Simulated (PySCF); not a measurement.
## P⁺ (phosphorus, charge +1): UHF calculation

Configuration: [Ne] 3s1 3p3, high-spin 5S determinant (an excited configuration). All numbers are calculated (PySCF 2.14, no relativity, point nucleus, in dyall-av3z).

```
Total energy                                     : -340.212065 hartree
One-electron energy                              : -465.1956 hartree
Hartree (Coulomb) energy                         : 147.4977 hartree
Exchange energy                                  : -22.5142 hartree
Kinetic energy                                   : 340.21206 hartree
⟨S²⟩                                             : 6.0001
⟨L²⟩                                             : 0.000
Sum of ⟨r⟩                                       : 12.18 bohr
Sum of ⟨r²⟩                                      : 21.17 bohr²
Density at the nucleus (Gaussians lack the cusp) : 2170 bohr⁻³
Spin density at the nucleus                      : 7.09 bohr⁻³
Langevin diamagnetic susceptibility              : -16.8 ×10⁻⁶ cm³/mol
```

```tsv
shell	electrons	mean orbital energy (eV)	rms radius, mean of both spins (bohr)
1s α	1	-2188.4	0.120
1s β	1	-2187.1	0.120
2s α	1	-216.62	0.563
2s β	1	-214.89	0.563
2p α	3	-159.53	0.539
2p β	3	-157.70	0.539
3s α	1	-34.243	1.94
3p α	3	-21.233	2.24
```

Spin-orbit constants ζ (cm⁻¹) from the X2C one-electron operator on these orbitals (non-relativistic here): bare nucleus, nucleus screened by l(l+1)(2l+1)/3 electrons, and screened by the Breit-Pauli mean field of the electrons.

```
shell   bare  screened nucleus  mean field
   2p   5422              4699        4372
   3p  367.5             318.5       292.1
```
